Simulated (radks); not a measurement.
Results of a calculation; reference values are marked as such.
All-electron atom: the gold ion Au+ in [Xe] 4f14 5d10.

Code: a radial shooting solver on a logarithmic mesh with Libxc functionals. Model: scalar-relativistic Kohn-Sham, PBE, spin-polarised, spherical densities, finite nucleus; Fermi nuclear charge, rms radius 5.4371 fm.

Energy parts (eV):
total: -517214.26
kinetic: 578364.28
electron-nucleus: -1286044.77
Hartree: 200317.51
exchange-correlation: -9851.29

Orbitals (lengths in bohr, moments of r in powers of bohr; <r^-3> diverges for s and p1/2; r(90%) holds 90 % of the orbital's charge):
| orbital | occ. | eigenvalue (eV) | r(90%) | <r^4> | <r^-3> |
|---|---|---|---|---|---|
| 1s | 2 | -80749.91 | 0.0308 | 4.249e-07 | - |
| 2s | 2 | -14255.36 | 0.111 | 0.00006227 | - |
| 2p | 6 | -12329.13 | 0.105 | 0.00005052 | 25480 |
| 3s | 2 | -3371.136 | 0.270 | 0.002251 | - |
| 3p | 6 | -2812.101 | 0.277 | 0.002474 | 5828 |
| 3d | 10 | -2213.801 | 0.260 | 0.001902 | 724.0 |
| 4s | 2 | -738.2758 | 0.583 | 0.05048 | - |
| 4p | 6 | -554.8859 | 0.629 | 0.06749 | 1402 |
| 4d | 10 | -334.3688 | 0.684 | 0.09350 | 152.3 |
| 4f | 14 | -89.5897 | 0.801 | 0.1877 | 29.38 |
| 5s | 2 | -116.7977 | 1.33 | 1.359 | - |
| 5p | 6 | -68.3464 | 1.56 | 2.593 | 235.2 |
| 5d | 10 | -15.3286 | 2.47 | 16.92 | 13.33 |

The highest occupied level is 5d at -15.329 eV. Summed over all electrons, <r^2> = 48.34 bohr^2, which gives a Langevin (diamagnetic) susceptibility term of -38.3 x 10^-6 cm^3/mol. The electron density at the nucleus is 2.302e+06 e/bohr^3 (large components only).
